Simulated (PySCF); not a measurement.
Ga(Me)(NH2) (CH₅GaN), SMILES [CH3][Ga+][NH2], charge +1.

Geometry: ωB97X-D3(BJ)/def2-SVP. The spin state was assumed, not searched. The isomer is the one that the SMILES or the coordinates give; other isomers of the formula were not compared. One conformer was computed; it need not be the lowest.

The numbers are results of TDDFT-PBE/def2-SVPD run with PySCF, not measurements.

Vertical excitations. Gas-phase values at a fixed geometry.

Computed UV-visible absorptions:
```csv
state,energy (eV),λ (nm),f,main pairs
S1,4.52,274,0.000,HOMO→LUMO 100 %
S2,5.10,243,0.023,HOMO→LUMO+1 100 %
S3,6.16,201,0.073,HOMO→LUMO+2 93 %
S4,7.07,175,0.022,HOMO−1→LUMO 98 %
S5,7.86,158,0.030,HOMO−1→LUMO+2 86 %
S6,7.99,155,0.101,"HOMO−2→LUMO 49 %, HOMO−1→LUMO+1 35 %, HOMO−1→LUMO+2 10 %"
S7,8.01,155,0.002,HOMO−3→LUMO 98 %
S8,8.30,149,0.018,HOMO→LUMO+3 98 %
S9,8.44,147,0.013,HOMO−2→LUMO+1 100 %
S10,8.45,147,0.029,"HOMO−3→LUMO+1 55 %, HOMO→LUMO+4 43 %"
T1,4.38,283,0,HOMO→LUMO 100 %
T2,4.56,272,0,HOMO→LUMO+1 100 %
T3,4.78,259,0,HOMO→LUMO+2 99 %
T4,6.46,192,0,HOMO−1→LUMO 99 %
```
Triplets are in the Tamm–Dancoff approximation, which puts them higher than full response would, so one can lie above its singlet here.
